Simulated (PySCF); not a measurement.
CHCl₂, charge +1, multiplicity 1. Atoms are numbered in the order given.

```xyz
4

Cl     0.0000    -1.4326     0.1569
C      0.0000     0.0000    -0.6062
Cl     0.0000     1.4326     0.1569
H      0.0000     0.0000    -1.6977
```
Charge +1, spin multiplicity 1.

The structure is a stationary point at r2SCAN-D4/def2-TZVP. The spin state was assumed, not searched. The isomer is the one that the SMILES or the coordinates give; other isomers of the formula were not compared.

Calculation: PBE/pcSseg-2 in PySCF.

GIAO shieldings, no solvent; atoms alike by connectivity are averaged. δ = σ(ref) − σ: ³⁵Cl against HCl (σ = 936.5 ppm); ¹³C against TMS (σ = 181.4 ppm); ¹H against TMS (σ = 31.47 ppm), references at their B3LYP-D3(BJ)/def2-TZVP geometries, non-relativistic (without spin–orbit terms, shifts of atoms bonded to Cl or Br come out too high).

Computed chemical shifts:
```json
[
 {"nucleus": "³⁵Cl", "atoms": "Cl1, Cl3", "count": "2", "δ (ppm)": "1001.9"},
 {"nucleus": "¹³C", "atoms": "C2", "count": "1", "δ (ppm)": "273.7"},
 {"nucleus": "¹H", "atoms": "H4", "count": "1", "δ (ppm)": "11.31"}
]
```
